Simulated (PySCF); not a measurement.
Unknown compound

Molecular formula: C5H11NOSi. Simulated spectra:

1H NMR (400 MHz, computed): δ 4.16 (q, 2H), 4.01 (m, 2H), 3.80 (m, 1H), 3.78 (m, 2H), 0.32 (t, 3H), 0.21 (br s, 1H).

13C{1H} NMR (computed): δ 244.3 (C), 53.5 (CH), 49.2 (CH2, 2C), -6.4 (CH3).

Method: NMR shieldings at PBE0/pcSseg-1/GIAO, geometry from GFN2-xTB, in PySCF 2.14 (no relativistic terms, no solvent model, fast rotation and ring inversion assumed for equivalent nuclei, a single conformation).

Chemical shifts δ = σref − σ; 1H (σref 31.72), 13C (σref 186.93) against TMS, all at this level.

Problem. Choose the structure that fits.
A. CNC(=O)[C@H]1CC[SiH2]1
B. C[SiH2]C(=O)C1CNC1
C. CC(=O)NC1C[SiH2]C1
D. CC(C)(C)O[SiH2]C#N
E. CC(C)(CC#N)O[SiH3]
F. C=C([SiH2]N)C(=O)CC

Solution. B. 

Rings plus π bonds: 2 (1 ring in the answer). 4 carbon signals for 5 carbons: some carbons are equivalent by symmetry or fast rotation. Carbon types of the structure: 1 × C, 1 × CH, 2 × CH2, 1 × CH3, leaving 3 H on heteroatoms. δC 244.3: carbonyl carbon. δC 53.5: sp3 CH α to a carbonyl; α to the electron-withdrawing carbonyl group. δC 49.2: sp3 CH2 bonded to N; the inductive effect lowers its shielding. δC -6.4: methyl carbon bonded to Si; an electropositive neighbour leaves it electron-rich and shielded. δH 0.32: hydrogen on a methyl carbon bonded to Si; an electropositive neighbour shields it, as in TMS itself.

The others: C=C([SiH2]N)C(=O)CC would give 5 carbon signals, not 4; CC(C)(C)O[SiH2]C#N would give 3 carbon signals, not 4; CNC(=O)[C@H]1CC[SiH2]1 would give 5 carbon signals, not 4; CC(=O)NC1C[SiH2]C1 would give 6 signals for carbon-bound and other non-exchanging H, not 5; CC(C)(CC#N)O[SiH3] would give 3 signals for carbon-bound and other non-exchanging H, not 5.

Exchangeable OH/NH protons stand at their gas-phase positions; hydrogen bonding in a real sample shifts them, mostly to higher δ. Shifts are as computed. Against solution values, carbons near 30 ppm lie about +3 ppm off and those near 130 ppm about +5 ppm. Of 1309 compounds with measured shifts, 239 miss one by over three times the rms of a fit or turn the order of signals round; such compounds aren't used in these exercises. No couplings were computed; multiplicities are counted from neighbouring protons, with m where these are inequivalent, close in shift, in a saturated or five-membered ring or joined by F or P, and br s for small geminal =CH2 splittings.
